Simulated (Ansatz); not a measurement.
(NaI)2 ring (Na2I2), 4 atoms. Hardware: 4 threads of Arm Neoverse V1 on a shared host.

In the def2 sets I takes a core potential; there is no spin–orbit coupling. Correlated methods freeze 10 core orbitals; core or outer-core shells of Na, I are correlated, in sets that lack core-valence functions.

Problem. How many basis functions does each of these Ansatz runs have, and roughly what does it cost? ωB97X-V/def2-TZVP, charge 0 singlet, energy, from earlier orbitals; PBE0-D4/def2-SVP, charge 0 singlet, frequencies; PBE-D4/def2-SVP, charge 0 singlet, energy, from earlier orbitals; B97M-V/def2-TZVP, charge 0 singlet, energy, from earlier orbitals; PBE0-D4/def2-SVP, charge -1 doublet at the geometry of the charge 0 singlet, energy with a search over starts; r2SCAN-D4/def2-TZVPD, charge 0 singlet, energy, from earlier orbitals; PBE0-D4/def2-SVP, charge 0 singlet, relaxation, 4 steps; PBE-D4/def2-TZVPD, charge -1 doublet at the geometry of the charge 0 singlet, energy, from earlier orbitals; CCSD(T)/def2-TZVPP, charge 0 singlet, energy, from earlier orbitals; BLYP-D4/def2-TZVP, charge 0 singlet, energy, from earlier orbitals; PBE0-D4/def2-TZVP, charge 1 doublet at the geometry of the charge 0 singlet, energy, from earlier orbitals; PBE0-D4/def2-SVP, charge 1 doublet at the geometry of the charge 0 singlet, energy with a search over starts.

Solution. Other jobs shared the machine, so times can vary by a factor of up to 3. A dash marks memory too small to be measured apart from the calling script's.

```json
{"run": "PBE-D4/def2-SVP, charge 0 singlet, energy, from earlier orbitals", "functions": "82", "fitting or Cholesky vectors": "982", "wall time": "0.85 s", "peak host memory (GiB)": "–"}
{"run": "BLYP-D4/def2-TZVP, charge 0 singlet, energy, from earlier orbitals", "functions": "164", "fitting or Cholesky vectors": "1288", "wall time": "2.3 s", "peak host memory (GiB)": "–"}
{"run": "r2SCAN-D4/def2-TZVPD, charge 0 singlet, energy, from earlier orbitals", "functions": "188", "fitting or Cholesky vectors": "1464", "wall time": "4.4 s", "peak host memory (GiB)": "–"}
{"run": "PBE-D4/def2-TZVPD, charge -1 doublet at the geometry of the charge 0 singlet, energy, from earlier orbitals", "functions": "188", "fitting or Cholesky vectors": "1464", "wall time": "4.8 s", "peak host memory (GiB)": "–"}
{"run": "PBE0-D4/def2-SVP, charge -1 doublet at the geometry of the charge 0 singlet, energy with a search over starts", "functions": "82", "fitting or Cholesky vectors": "942", "wall time": "6.5 s", "peak host memory (GiB)": "–"}
{"run": "ωB97X-V/def2-TZVP, charge 0 singlet, energy, from earlier orbitals", "functions": "164", "fitting or Cholesky vectors": "1332", "wall time": "8 s", "peak host memory (GiB)": "0.6"}
{"run": "B97M-V/def2-TZVP, charge 0 singlet, energy, from earlier orbitals", "functions": "164", "fitting or Cholesky vectors": "1288", "wall time": "8 s", "peak host memory (GiB)": "–"}
{"run": "PBE0-D4/def2-SVP, charge 0 singlet, relaxation, 4 steps", "functions": "82", "fitting or Cholesky vectors": "1034", "wall time": "8.5 s", "peak host memory (GiB)": "–"}
{"run": "PBE0-D4/def2-SVP, charge 1 doublet at the geometry of the charge 0 singlet, energy with a search over starts", "functions": "82", "fitting or Cholesky vectors": "942", "wall time": "10 s", "peak host memory (GiB)": "–"}
{"run": "PBE0-D4/def2-TZVP, charge 1 doublet at the geometry of the charge 0 singlet, energy, from earlier orbitals", "functions": "164", "fitting or Cholesky vectors": "1408", "wall time": "12 s", "peak host memory (GiB)": "0.94"}
{"run": "PBE0-D4/def2-SVP, charge 0 singlet, frequencies", "functions": "82", "fitting or Cholesky vectors": "1036", "wall time": "27 s", "peak host memory (GiB)": "–"}
{"run": "CCSD(T)/def2-TZVPP, charge 0 singlet, energy, from earlier orbitals", "functions": "164", "fitting or Cholesky vectors": "1534", "wall time": "97 s", "peak host memory (GiB)": "2"}
```
